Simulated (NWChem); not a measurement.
System: CaH2SO; SMILES [Ca]([OH])[SH]

```xyz
5

Ca     0.2663     0.5648     0.0002
O     -0.2791     2.4711    -0.0003
H     -0.6206     3.3657    -0.0006
S     -0.0659    -2.0285    -0.0002
H     -1.4175    -1.9736     0.0028
```
Atoms are numbered in this order, from 1.

The geometry was optimised at PBE0/def2-SVP.

Question: List the 4 lowest vertical singlet excitations from PBE/def2-SVPD, TDA (NWChem).

Answer: 
| state | energy (eV) | oscillator strength | leading excitation (squared amplitude) |
|---|---|---|---|
| S1 | 2.83 | 0.024 | HOMO → LUMO (1.00) |
| S2 | 3.36 | 0.024 | HOMO−1 → LUMO (0.99) |
| S3 | 4.24 | 0.004 | HOMO−2 → LUMO (0.82) |
| S4 | 4.25 | 0.010 | HOMO−3 → LUMO (0.70) |
